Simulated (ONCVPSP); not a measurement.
What one change does to a pseudopotential (nickel, ONCV)

nickel, optimised norm-conserving Vanderbilt (ONCV), made with ONCVPSP 4.0.1 (PBE, non-relativistic). Core [Ne], reference 3s2 3p6 3d8 4s1 4p1. Waves: 3s+4s: rc 1.50 bohr, ncon 4, nbas 9, qcut 9.1 1/bohr, 2 projectors; 3p+4p: rc 1.55 bohr, ncon 4, nbas 8, qcut 8.6 1/bohr, 2 projectors; 3d: rc 1.50 bohr, ncon 4, nbas 9, qcut 9.3 1/bohr, 1 projector. Local part: polynomial inside 1.35 bohr (lpopt 5, dvloc0 0 Ha). Core correction: Teter function, fcfact 1.75, rcfact 1.35.

Change: p: qcut 11.8.

Cutoffs: the cutoffs (Ha) at which the residual kinetic energy of the hardest occupied pseudo-wave falls to 1 and 0.1 mHa per electron; they do not see the model core or the augmentation charge, which bear on the density cutoff. Errors are all-electron minus pseudo energies relative to the spin-unpolarised reference configuration.

Task: Predict the effect on cutoff, ghosts and configuration errors.

Result: The potential gets neither clearly harder nor softer (39 Ha and 45 Ha → 39 Ha and 45 Ha); the d channel sets the loose cutoff, while the largest relative change is in p, which becomes harder; the errors of the 4 common tests hardly move; neither file shows a bound ghost.

```tsv
quantity	base	changed
cutoff, loose	39 Ha	39 Ha
cutoff, tight	45 Ha	45 Ha
loose cutoff by channel	s 15 Ha, p 29 Ha, d 39 Ha	s 15 Ha, p 38 Ha, d 39 Ha
bound ghosts	none	none
GHOST(+) flags under 300 eV	none	none
error for 3s2 3p6 3d8 4s2 4p0, meV [ΔE -4.43 eV]	+0.2	+0.3
error for 3s2 3p6 3d8 4s1 4p0, meV [ΔE 4.72 eV]	+0.3	+0.3
error for 3s2 3p6 3d8 4s0 4p0, meV [ΔE 21.79 eV]	+3.9	+4.1
error for 3s2 3p6 3d8 4s0 4p1, meV [ΔE 10.19 eV]	+0.8	+1.0
s: phases at 1.52 bohr within 0.05 rad from the reference energy up to (Ha; the scan ends near 5)	to the end of the scan	to the end of the scan
p: phases at 1.57 bohr within 0.05 rad from the reference energy up to (Ha; the scan ends near 5)	to the end of the scan	to the end of the scan
d: phases at 1.52 bohr within 0.05 rad from the reference energy up to (Ha; the scan ends near 5)	0.8	0.8
rms error of d²Exc/dni dnj with the model core, mHa	1.18	1.00
```
